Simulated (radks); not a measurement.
Values are calculated unless marked as measured or tabulated.
Problem. All-electron atom: the barium ion Ba29+ in [Ar] 3d9. Code: a radial shooting solver on a logarithmic mesh with Libxc functionals. Model: Dirac Kohn-Sham, PBEsol, spin-unpolarised, spherical densities, finite nucleus; open shells fill j = l - 1/2 first; Fermi nuclear charge, rms radius 4.8378 fm. Some entries of the table are withheld. Estimate them.

| orbital | occ. | eigenvalue (eV) | <r> (bohr) | <r^2> (bohr^2) |
|---|---|---|---|---|
| 1s1/2 | 2 | -38288.88 | 0.02558 | 0.0008888 |
| 2s1/2 | 2 | -6929.265 | 0.1090 | (1) |
| 2p1/2 | 2 | -6596.001 | 0.09166 | (2) |
| 2p3/2 | 4 | -6212.175 | 0.09761 | (3) |
| 3s1/2 | 2 | -2208.617 | 0.2846 | 0.09245 |
| 3p1/2 | 2 | -2070.533 | 0.2734 | 0.08660 |
| 3p3/2 | 4 | -1991.602 | 0.2842 | 0.09334 |
| 3d3/2 | 4 | -1754.998 | 0.2529 | 0.07490 |
| 3d5/2 | 5 | -1737.634 | 0.2562 | 0.07675 |
| 4s1/2 | 0 | -1047.906 | 0.5762 | 0.3729 |
| 4p1/2 | 0 | -992.1552 | 0.5766 | 0.3759 |
| 4p3/2 | 0 | -967.1350 | 0.5919 | 0.3958 |

Solution. 
(1) 2s1/2 <r^2> (bohr^2): 0.01407
(2) 2p1/2 <r^2> (bohr^2): 0.01034
(3) 2p3/2 <r^2> (bohr^2): 0.01160
